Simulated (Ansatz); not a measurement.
Computed with Ansatz on PBE0-D4/def2-TZVP structures; ΔE is electronic, products minus reactants. CBS: MP2 limit from def2 TZ/QZ plus the TZ coupled-cluster correction, frozen cores. DFT in def2-TZVPP. B3LYP here is the variant with VWN-RPA as its local correlation; programs differ in this. For Ge outer-core shells are correlated without core-valence functions, which leaves a few kJ/mol of doubt a bond. Scalar relativity is left out up to krypton. Each species was taken in one conformer, which may not be the lowest.

`[GeH3][SiH]1CO1` → `O=[CH][GeH2][SiH3]`  (isomerisation)

```json
{"level": "PBE0-D4", "ΔE (kcal/mol)": "8.5"}
{"level": "B3LYP-D4", "ΔE (kcal/mol)": "4.9"}
{"level": "PBE", "ΔE (kcal/mol)": "7.1"}
{"level": "MP2/def2-TZVPP", "ΔE (kcal/mol)": "8.9"}
{"level": "SCS-MP2/def2-TZVPP", "ΔE (kcal/mol)": "6.6"}
{"level": "CCSD(T)/def2-TZVPP", "ΔE (kcal/mol)": "6.3"}
{"level": "MP2/CBS(def2)", "ΔE (kcal/mol)": "10.6"}
{"level": "CCSD/CBS(def2)", "ΔE (kcal/mol)": "7.8"}
```

Problem. What does CCSD(T)/CBS give? (An estimate is asked.)

Solution. The calculation gave: +8.0 kcal/mol. The listed levels differ from it by 0.5, -3.1, -0.9, 0.9, -1.4, -1.7, 2.6, -0.2 kcal/mol.

Largest T1 diagnostic among the species: 0.015.

From PBE to PBE0 (25 % exact exchange), in def2-TZVPP and without D4, ΔE moves by +1.4 kcal/mol. In def2-TZVPP, CCSD(T) changes the Hartree–Fock value by +5.5 kcal/mol (the triples alone add +0.2 kcal/mol) and MP2 by +8.1 kcal/mol.
